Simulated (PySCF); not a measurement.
These 4 structures share the formula C2H11BN2. The calculation used PBE0-D3(BJ)/def2-SVP geometry optimisation, gas phase (PySCF). Energies are electronic, without zero-point or thermal terms, for one conformer each. No frequencies were run at this level. Point groups hold within 0.08 Å.

Problem. Rank from lowest to highest electronic energy at this level (kcal/mol).
A. `[CH3:1][NH+:2]([CH3:3])[BH2-:4][NH2:5]` with C1–N2–B4–N5 58°, N2–B4–N5–H 114° and -118°
B. `[CH3:1][CH2:2][B@H-:3]([NH2:4])[NH3+:5]` with C1–C2–B3–N4 172°, C2–B3–N4–H 4° and 131°
C. `[NH2:1][CH2:2][CH2:3][BH2-:4][NH3+:5]` with H–N1–C2–C3 52° and 171°, N1–C2–C3–B4 38°, C2–C3–B4–N5 25°
D. `[CH3:1][NH:2][BH2-:3][NH2+:4][CH3:5]` with C1–N2–B3–N4 103°, N2–B3–N4–C5 -179°

Solution. B (0.0), A (14.1), D (18.6), C (19.2).

Neighbours under 2.5 kcal/mol apart (CN[BH2-][NH2+]C and NCC[BH2-][NH3+]) can change places with a better method, another conformer or zero-point energy.

```
           SMILES      E (Eh)  E rel (kcal/mol)  dipole (D)  point group      A, B, C (MHz)
CC[B@H-](N)[NH3+]  -216.82005               0.0        3.54           C1   6748, 3171, 2389
 C[NH+](C)[BH2-]N  -216.79752              14.1        3.53           C1   7722, 3327, 2593
  CN[BH2-][NH2+]C  -216.79047              18.6        4.22           C1  13827, 2066, 2008
  NCC[BH2-][NH3+]  -216.78946              19.2        4.55           C1   6241, 3858, 2874
```

Problem. As an exercise, what shares would exp(−E/RT) give at 2000 K from these electronic energies alone (no entropy, no degeneracies)?

Solution. RT = 3.974 kcal/mol: CC[B@H-](N)[NH3+] 95.6 %, C[NH+](C)[BH2-]N 2.7 %, CN[BH2-][NH2+]C 0.9 %, NCC[BH2-][NH3+] 0.8 %.
